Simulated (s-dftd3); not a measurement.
C₂H₆N (SMILES C[CH-]N), charge -1, singlet, geometry from GFN2-xTB; D3(zero) for blyp in s-dftd3.

s-dftd3 was given this input:
```
$ s-dftd3 mol.xyz --zero blyp --json dftd3.json --noedisp --grad

# file mol.xyz
9

C      1.17379428    -0.29888506    -0.03064780
C     -0.00061861     0.69049820    -0.11946954
N     -1.28175622    -0.07360499     0.01875596
H      2.13180660     0.23713849     0.01082447
H      1.16758703    -1.00712786     0.84854650
H      1.20574491    -0.94467985    -0.92468513
H      0.04801484     1.28923134     0.84658688
H     -1.25328855    -0.75326842     0.80694167
H     -1.36662521    -0.65573752    -0.81880195
```

What the program printed (banner, timings and long lists left out):

```
-----------------------------------
 s i m p l e   D F T - D 3  v1.4.0
-----------------------------------

Zero (Chai-Head-Gordon) damping: blyp-D3(0)
--------------------
  s6         1.0000
  s8         1.6820
  s9         0.0000
 rs6         1.0940
 rs8         1.0000
 alp        14.0000
--------------------

Dispersion energy:      -3.9041105935565E-03 Eh

Gradient norm:           1.0229049465224E-03 Eh/a0
--------------------------------------------------
     #    Z           dE/dx      dE/dy      dE/dz
--------------------------------------------------
     1    6 C    -6.092E-04  6.472E-05  9.222E-05
     2    6 C     2.325E-04 -5.570E-04  8.628E-05
     3    7 N     1.192E-04  1.038E-04  7.669E-05
     4    1 H    -9.821E-05 -1.343E-05 -3.686E-06
     5    1 H    -3.010E-05  2.046E-04 -1.505E-04
     6    1 H     1.760E-04  7.919E-05  2.951E-05
     7    1 H    -3.911E-05 -1.251E-04 -1.851E-05
     8    1 H     2.680E-04  2.134E-04 -1.014E-04
     9    1 H    -1.907E-05  2.977E-05 -1.059E-05
--------------------------------------------------

Virial:
--------------------------------------------------
      component           x          y          z
--------------------------------------------------
          x      -2.290E-03 -1.233E-04  4.708E-06
          y      -1.233E-04 -1.960E-03  3.943E-04
          z       4.708E-06  3.943E-04 -4.829E-04
--------------------------------------------------

[Info] JSON dump of results written to 'dftd3.json'
```
